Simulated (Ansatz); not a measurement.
Total energies of `CC[SiH](C)C[SiH](C)C[SiH](C)C` from Ansatz at PBE0-D4/def2-SVP, gas phase (1 Eh = 27.2114 eV = 2625.5 kJ/mol). The reference geometry is relaxed at PBE-D4/def2-SVP.

```xyz
35

C    -0.526   -3.692    0.204
C     0.409   -3.235   -0.924
Si    1.936   -2.262   -0.339
C     3.045   -3.361    0.734
C     1.417   -0.711    0.624
Si    0.114    0.387   -0.207
C     0.626    0.809   -1.979
C    -0.168    1.972    0.796
Si   -1.413    3.215    0.087
C    -1.655    4.662    1.285
C    -3.072    2.371   -0.258
H    -0.004   -4.344    0.935
H    -1.394   -4.266   -0.182
H    -0.935   -2.827    0.768
H     0.771   -4.109   -1.510
H    -0.146   -2.600   -1.651
H     2.719   -1.832   -1.559
H     3.380   -4.260    0.176
H     2.507   -3.703    1.642
H     3.949   -2.810    1.065
H     1.030   -1.020    1.620
H     2.326   -0.099    0.818
H    -1.187   -0.382   -0.250
H     0.768   -0.108   -2.586
H     1.583    1.369   -1.987
H    -0.138    1.438   -2.479
H    -0.503    1.683    1.817
H     0.811    2.486    0.921
H    -0.865    3.758   -1.213
H    -0.694    5.176    1.490
H    -2.360    5.412    0.870
H    -2.065    4.308    2.253
H    -2.967    1.560   -1.007
H    -3.484    1.919    0.669
H    -3.817    3.097   -0.643
```

```
                 state                    geometry  energy (Eh)
      charge 0 singlet                   reference  -1186.62944
      charge 1 doublet                   reference  -1186.29387
      charge 1 doublet  relaxed at PBE-D4/def2-SVP  -1186.31749
     charge -1 doublet                   reference  -1186.53839
 free C atom (triplet)                           –    -37.76066
free Si atom (triplet)                           –   -289.15194
 free H atom (doublet)                           –     -0.50029
```

Question: Work out the vertical ionisation energy to the doublet.

Answer: E(charge 1 doublet) − E(charge 0 singlet) = -1186.29387 − (-1186.62944) = 0.33557 Eh = 9.13 eV. For comparison, −ε of the highest occupied level is 7.64 eV at this level, 1.49 eV less.

Question: Work out the vertical electron affinity, to the doublet.

Answer: E(charge 0 singlet) − E(charge -1 doublet) = -1186.62944 − (-1186.53839) = -0.09105 Eh = -2.48 eV; negative, so the extra electron isn't bound. The basis lacks diffuse functions, which makes affinities too small.

Question: Give the fundamental gap IE − EA, the Mulliken electronegativity (IE + EA)/2 and the hardness (IE − EA)/2.

Answer: From the values in Eh: IE − EA = 0.33557 − (-0.09105) = 0.42662 Eh = 11.61 eV; (IE + EA)/2 = 3.33 eV; (IE − EA)/2 = 5.80 eV. The HOMO–LUMO gap of the same run is 8.96 eV, 2.65 eV smaller than the fundamental gap.

Question: How much does the charge 1 doublet relax, and what is the adiabatic ionisation energy?

Answer: Relaxation: -1186.29387 − (-1186.31749) = 0.02362 Eh = 0.64 eV. Adiabatic ionisation energy: 0.31195 Eh = 8.49 eV, without zero-point energy. 

Question: What is the binding energy per atom against free atoms?

Answer: Atoms: 8 × (-37.76066) + 3 × (-289.15194) + 24 × (-0.50029) = -1181.54806 Eh. Binding: -1181.54806 − (-1186.62944) = 5.08138 Eh = 138.27 eV, or 3.95 eV for each of 35 atoms (no zero-point energy, no counterpoise term).

At PBE0-D4/def2-SVP the highest occupied level of the charge -1 doublet lies above zero (up to 3.67 eV). By energy differences it is unbound by 2.48 eV (vertical, to the charge 0 singlet, at PBE0-D4/def2-SVP) and held by the finite basis.
